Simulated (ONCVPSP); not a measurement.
An all-electron radial function and its pseudo partner (Sc)

Columns: radius, all-electron u(r) and pseudo u(r) of the 3p shell (level -40.62 eV) of scandium in the configuration [Ne] 3s2 3p6 3d1 4s1; PBE, scalar-relativistic, ONCV scheme, ONCVPSP 4.0.1.

| r (bohr) | all-electron | pseudo |
| --- | --- | --- |
| 0.103 | -0.3704 | 0.0317 |
| 0.205 | -0.4947 | 0.1207 |
| 0.308 | -0.2795 | 0.2558 |
| 0.410 | 0.0601 | 0.4155 |
| 0.513 | 0.3929 | 0.5816 |
| 0.615 | 0.6556 | 0.7315 |
| 0.718 | 0.8397 | 0.8528 |
| 0.820 | 0.9464 | 0.9341 |
| 0.923 | 0.9919 | 0.9748 |
| 1.025 | 0.9904 | 0.9774 |
| 1.128 | 0.9562 | 0.9489 |
| 1.230 | 0.9016 | 0.8983 |
| 1.332 | 0.8351 | 0.8339 |
| 1.435 | 0.7622 | 0.7618 |
| 1.538 | 0.6881 | 0.6879 |
| 1.640 | 0.6165 | 0.6164 |
| 1.743 | 0.5480 | 0.5479 |
| 1.845 | 0.4849 | 0.4848 |
| 1.948 | 0.4266 | 0.4265 |
| 2.050 | 0.3743 | 0.3743 |
| 2.153 | 0.3269 | 0.3269 |
| 2.255 | 0.2851 | 0.2851 |
| 2.358 | 0.2477 | 0.2477 |
| 2.460 | 0.2151 | 0.2151 |
| 2.562 | 0.1864 | 0.1864 |
| 2.665 | 0.1611 | 0.1611 |

(1) How many radial nodes do the two functions have?

(2) At about which radius was the pseudo-wave matched?

(3) Is the pseudo-wave norm-conserving?

Results:

(1) The all-electron 3p function has n − l − 1 = 1; the pseudo-wave has 0, since the states of the same l below it are removed with the core.

(2) 1.80 bohr. The columns agree to 0.0005 from 1.44 bohr on; several derivatives are matched, so the curves merge somewhat inside the radius.

(3) Yes: the ONCV scheme keeps the norm inside the radius equal to the all-electron one, which fixes the energy derivative of the logarithmic derivative at the level.
